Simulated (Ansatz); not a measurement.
Consider the cleavage of the Si–B bond: `C=CB[SiH2][SiH3]` + `CSS` → `CSS[SiH2][SiH3]` + `BC=C`.

Gas-phase electronic energies from Ansatz, PBE0-D4/def2-TZVP geometries. CCSD(T)/CBS is the MP2 limit (def2-TZVPP, def2-QZVPP) plus CCSD(T) − MP2 in def2-TZVPP, frozen cores. Functionals use def2-TZVPP. Each species was taken in one conformer, which may not be the lowest.

(1) Is it downhill or uphill in electronic energy at CCSD(T)/CBS, and by how much? (Best estimate.)

(2) What do these levels give: PBE-D4, r2SCAN-D4, PBE0-D4, ωB97M-V, B2PLYP, PBE, r2SCAN, CCSD/def2-TZVPP, MP2/def2-QZVPP, SCS-MP2/def2-QZVPP, HF/CBS(def2), CCSD/CBS(def2)? (An estimate is asked.)

Largest T1 diagnostic among the species: 0.013.

## Answers

(1) Ansatz gave: Downhill: ΔE = -16.6 kcal/mol.

(2) Computed: PBE-D4 -13.8, r2SCAN-D4 -14.8, PBE0-D4 -14.8, ωB97M-V -16.6, B2PLYP -15.8, PBE -12.6, r2SCAN -14.6, CCSD/def2-TZVPP -15.3, MP2/def2-QZVPP -18.7, SCS-MP2/def2-QZVPP -18.1, HF/CBS(def2) -16.9, CCSD/CBS(def2) -16.5 kcal/mol.

The D4 term adds −2.1 kcal/mol with B3LYP and −1.1 kcal/mol with PBE0; it sums over pairs of atoms, weighted by their polarisabilities, and B3LYP, whose exchange is more repulsive, gets the larger term. From PBE to PBE0 (25 % exact exchange), in def2-TZVPP and without D4, ΔE moves by −1.2 kcal/mol.

B3LYP here is the variant with VWN-RPA as its local correlation; programs differ in this.
